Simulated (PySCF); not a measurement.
Computed shifts of a molecule C₄H₆F₂, PBE0/pcSseg-1 in PySCF, GIAO, gas phase, atoms alike by connectivity averaged where their shifts nearly agree, in ppm (number of nuclei): ¹³C: 163.6 (1), 86.9 (1), 17.8 (2). ¹⁹F: -105.2 (2). ¹H: 1.93 (6). References: ¹³C against TMS (σ = 186.3 ppm); ¹⁹F against CFCl3 (σ = 167.2 ppm); ¹H against TMS (σ = 31.56 ppm), references at their B3LYP-D3(BJ)/def2-TZVP geometries, non-relativistic. Geometry: PBE0-D3(BJ)/def2-SVP. Other conformers were not sampled.

Which molecule gave these data?
(A) CC(C)=C(F)F
(B) C=CCC(F)F
(C) C=C(C)C(F)F
(D) C[C@H]1[C@@H](F)[C@H]1F

A, CC(C)=C(F)F
